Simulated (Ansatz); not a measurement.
Input (CCSDT(Q)/def2-SVP; Ansatz, an electronic-structure program):

Ansatz 0.2 input:
```yaml
crystal:
  periodic: [false, false, false]
  atoms:
    - {symbol: Cl, position_ang: [-1.84125557, -0.70362501, -0.11033192]}
    - {symbol: C, position_ang: [-0.45328825, 0.22939466, 0.46828195]}
    - {symbol: Cl, position_ang: [-0.51191305, 1.90400624, -0.10093875]}
    - {symbol: Br, position_ang: [1.23446841, -0.62923988, -0.02190700]}
    - {symbol: H, position_ang: [-0.48279849, 0.24054697, 1.54865470]}
basis:
  gaussian:
    orbitals: def2-SVP
magnetization: {spin_polarized: false}
correlation: {method: ccsdt_q, electrons: outside_noble_gas}
```

Output:

```
Functional definition: HF
integrals: 0.12 GiB planned
1480 factors; integrals over basis functions are off by at most 2.2e-7 eV
mean field: 0.61 GiB planned
mean field evaluation 1: about -96032.1002 eV, gradient 2.7e1 eV
mean field evaluation 2: about -96032.1801 eV, gradient 2.7e1 eV
mean field evaluation 4: about -96034.3161 eV, gradient 2.3e0 eV
mean field evaluation 8: about -96034.3564 eV, gradient 1.7e-1 eV
mean field evaluation 16: about -96033.1599 eV, gradient 2.2e1 eV
mean field -96034.35654545 eV, -3529.1975086205 hartree, gradient 1.1e-6 eV, S^2 0.000000; 0 other end points of the search recorded, 0 dependent functions left out
25 core orbitals not correlated
reference -96034.35654545 eV, -3529.1975086205 hartree; 13, 13 occupied and 49, 49 virtual orbitals, 1480 factors
second order -14.46443699 eV of doubles, -0.00000000 eV of singles
coupled cluster: 2.12 GiB planned
cycle   1  -15.06946328 eV  change   -6.1e-1 eV  update   1.0e-1
cycle   2  -15.65872191 eV  change   -5.9e-1 eV  update   4.5e-2
cycle   3  -15.97005999 eV  change   -3.1e-1 eV  update   1.9e-2
cycle   4  -15.94547999 eV  change    2.5e-2 eV  update   5.3e-3
cycle   5  -15.94231275 eV  change    3.2e-3 eV  update   2.6e-3
cycle   6  -15.94304504 eV  change   -7.3e-4 eV  update   1.0e-3
cycle   7  -15.94384030 eV  change   -8.0e-4 eV  update   4.8e-4
cycle   8  -15.94364191 eV  change    2.0e-4 eV  update   1.6e-4
cycle   9  -15.94356460 eV  change    7.7e-5 eV  update   7.0e-5
cycle  10  -15.94361028 eV  change   -4.6e-5 eV  update   2.8e-5
cycle  11  -15.94354805 eV  change    6.2e-5 eV  update   9.7e-6
cycle  12  -15.94355189 eV  change   -3.8e-6 eV  update   4.2e-6
cycle  13  -15.94355577 eV  change   -3.9e-6 eV  update   1.5e-6
cycle  14  -15.94355544 eV  change    3.3e-7 eV  update   6.4e-7
perturbative correction -0.03404711 eV, -0.0012512083 hartree
Total energy: -96050.33414800 eV, -3529.7846746842 hartree
```
